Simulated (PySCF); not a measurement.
SnFCl3, SMILES [Cl][Sn]([Cl])([Cl])[F].

The structure is a stationary point at PBE0-D3(BJ)/def2-SVP. The def2 effective core potentials stand for the cores of Sn; spin–orbit coupling is left out.

All values below come from TDA-B3LYP/def2-SVPD run with PySCF 2.14.0.

Vertical excitations; the highest root listed may be one member of a degenerate set.  State labels are in the subgroup Cs.

Computed UV-visible absorptions:
```csv
state,symmetry,energy (eV),λ (nm),f,main pairs
S1,A",4.60,269,0.000,HOMO→LUMO 100 %
S2,A',4.75,261,0.007,HOMO−1→LUMO (degenerate set)
S3,A",4.75,261,0.007,HOMO−2→LUMO (degenerate set)
S4,A',5.04,246,0.031,HOMO−3→LUMO (degenerate set)
S5,A",5.04,246,0.031,HOMO−4→LUMO (degenerate set)
S6,A',5.15,241,0.029,HOMO−5→LUMO 98 %
S7,A',6.31,197,0.088,"HOMO−6→LUMO, HOMO−9→LUMO (degenerate set)"
S8,A",6.31,197,0.088,"HOMO−7→LUMO, HOMO−8→LUMO (degenerate set)"
S9,A',7.31,170,0.083,"HOMO−9→LUMO, HOMO−1→LUMO+1 (degenerate set)"
S10,A",7.31,170,0.083,"HOMO−8→LUMO, HOMO−2→LUMO+1 (degenerate set)"
T1,A",4.24,292,0,HOMO→LUMO 98 %
T2,A',4.36,284,0,HOMO−1→LUMO (degenerate set)
T3,A",4.36,284,0,HOMO−2→LUMO (degenerate set)
T4,A",4.58,270,0,HOMO−4→LUMO 98 %
```
Triplets are in the Tamm–Dancoff approximation.
